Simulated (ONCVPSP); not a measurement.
An all-electron radial function and its pseudo partner (boron)

Columns: radius, all-electron u(r) and pseudo u(r) of the 2p shell (level -8.20 eV) of boron in the configuration [He] 2s2 2p0.5; LDA (Perdew-Zunger), scalar-relativistic, ONCV scheme, ONCVPSP 4.0.1.

```csv
r (bohr),all-electron,pseudo
0.125,0.0452,0.0191
0.250,0.1379,0.0736
0.375,0.2422,0.1563
0.500,0.3416,0.2566
0.625,0.4290,0.3626
0.750,0.5021,0.4631
0.875,0.5607,0.5494
1.000,0.6053,0.6162
1.125,0.6372,0.6619
1.250,0.6576,0.6876
1.375,0.6681,0.6967
1.500,0.6701,0.6934
1.625,0.6651,0.6816
1.750,0.6544,0.6646
1.875,0.6391,0.6445
2.000,0.6202,0.6225
2.125,0.5986,0.5994
2.250,0.5751,0.5752
2.375,0.5501,0.5502
2.500,0.5244,0.5244
2.625,0.4982,0.4982
2.750,0.4719,0.4719
2.875,0.4458,0.4458
3.000,0.4201,0.4201
3.125,0.3951,0.3951
3.250,0.3708,0.3708
```

How many radial nodes do the two functions have?

The all-electron 2p function has n − l − 1 = 0; the pseudo-wave has 0.

At about which radius was the pseudo-wave matched?

2.50 bohr. The columns agree to 0.0005 from 2.25 bohr on; several derivatives are matched, so the curves merge somewhat inside the radius.

Is the pseudo-wave norm-conserving?

Yes: the ONCV scheme keeps the norm inside the radius equal to the all-electron one, which fixes the energy derivative of the logarithmic derivative at the level.
